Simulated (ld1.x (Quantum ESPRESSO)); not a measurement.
u(r) = r·R(r): atom against pseudo-atom (Sr)

Columns: radius, all-electron u(r) and pseudo u(r) of the 4d shell (level -6.76 eV) of strontium in the configuration [Ar] 3d10 4s2 4p6 4d0 5s1 5p0; Wu–Cohen, scalar-relativistic, TM scheme, ld1.x (Quantum ESPRESSO) 7.5.

```tsv
r (bohr)	all-electron	pseudo
0.135	0.1133	-0.0014
0.270	0.2360	-0.0111
0.405	0.2159	-0.0357
0.540	0.1098	-0.0786
0.675	-0.0241	-0.1396
0.810	-0.1559	-0.2146
0.945	-0.2725	-0.2969
1.080	-0.3699	-0.3786
1.215	-0.4474	-0.4524
1.350	-0.5065	-0.5132
1.485	-0.5494	-0.5586
1.620	-0.5788	-0.5888
1.755	-0.5971	-0.6059
1.890	-0.6063	-0.6126
2.025	-0.6081	-0.6118
2.160	-0.6041	-0.6057
2.295	-0.5955	-0.5960
2.430	-0.5834	-0.5835
2.565	-0.5688	-0.5689
2.700	-0.5525	-0.5525
2.835	-0.5350	-0.5350
2.970	-0.5168	-0.5168
3.105	-0.4983	-0.4983
3.240	-0.4796	-0.4796
3.375	-0.4609	-0.4609
3.510	-0.4423	-0.4423
```

Q: How many radial nodes do the two functions have?

A: The all-electron 4d function has n − l − 1 = 1; the pseudo-wave has 0, since the states of the same l below it are removed with the core.

Q: At about which radius was the pseudo-wave matched?

A: 2.70 bohr. The columns agree to 0.0005 from 2.29 bohr on; several derivatives are matched, so the curves merge somewhat inside the radius.

Q: Is the pseudo-wave norm-conserving?

A: Yes: the TM scheme keeps the norm inside the radius equal to the all-electron one, which fixes the energy derivative of the logarithmic derivative at the level.
